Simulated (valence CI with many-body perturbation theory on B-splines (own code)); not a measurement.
# Cu¹³⁺: what each term of the Hamiltonian does

Computed by relativistic CI+MBPT: six valence electrons over a frozen Dirac-Fock core [Ne], a basis of 9 s, 9 p, 8 d, 6 f, 3 g, 1 h functions for each j, with the one-electron correlation potential Σ1, the two-electron term Σ2, the three-electron term Σ3, Breit, model QED; selected CI, second order for the rest, scaled by the run's own slope (own B-spline code, finite nucleus).

No measured spectrum was set against this ion. As an estimate, levels of excited configurations hold to 0.05 to 0.15 % of their energy, terms of the ground configuration to about 0.5 %. Among the levels kept, up to 1500 cm⁻¹ of a level comes from second order outside the variational space, and about a tenth of that is noise between levels of different J, which matters for small intervals.

Each rung adds one term. CI alone is the Dirac-Coulomb CI over the frozen core; QED comes last and gives the full result, which names the levels. Energies are above 3s2.3p4 3P_2 on the same rung, in cm⁻¹.

Names give the largest LS component (configuration and term), which can be under half, so a name can repeat, a term be missing and a line seem to break the LS rules; names also repeat where a configuration has a term twice. Letters in brackets count levels of one name in rising energy.

```
               Level  CI alone    Σ1     Σ2    Σ3  Breit   QED    Full
        3s2.3p4 3P_0     23506   +73    -13   -49   -274   +37   23280
        3s2.3p4 3P_1     24143  +118    +84    +9   -531   +61   23884
        3s2.3p4 1D_2     53403  +129   -146  -154   -568   +51   52716
        3s2.3p4 1S_0    109412  +198   -339  -390   -759   +69  108192
        3s.3p5 3P°_2    355336  -606   -101  +598   -150  -687  354390
        3s.3p5 3P°_1    372033  -548    -66  +583   -457  -646  370898
        3s.3p5 3P°_0    383669  -488    +33  +582   -689  -613  382494
        3s.3p5 1P°_1    454509  -494  -1211  +270   -715  -472  451888
    3s2.3p3.3d 5D°_0    480608  -623   -678  -366   -899    -8  478033
    3s2.3p3.3d 5D°_1    481155  -613   -674  -361   -987    -5  478516
    3s2.3p3.3d 5D°_2    481374  -607   -675  -367  -1078    -4  478643
    3s2.3p3.3d 5D°_3    481903  -588   -684  -373  -1227    -3  479028
    3s2.3p3.3d 5D°_4    484450  -533   -695  -371  -1465    +7  481393
3s2.3p3.3d 3D°_2 [a]    508795  -601   -980  -567   -955   -27  505666
3s2.3p3.3d 3D°_3 [a]    516722  -518   -903  -520  -1401    +9  513388
3s2.3p3.3d 3D°_1 [a]    519513  -528   -882  -528  -1343   +12  516244
3s2.3p3.3d 3F°_2 [a]    524642  -569   -976  -546  -1165    +3  521389
    3s2.3p3.3d 1S°_0    528689  -541  -1144  -445  -1222     0  525338
3s2.3p3.3d 3F°_3 [a]    529739  -543   -978  -565  -1415   +11  526249
```

The middle columns are the shifts that each term adds.

**Question.** How does the ionisation energy move along the ladder, and which term matters most?

**Answer.** CI alone 436.41, + Σ1 437.01, + Σ2 436.99, + Σ3 436.70, + Breit 436.53, + QED 436.54 eV. The largest step is Σ1, 0.60 eV. NIST lists 436 ± 0.6 eV (semi-empirical).
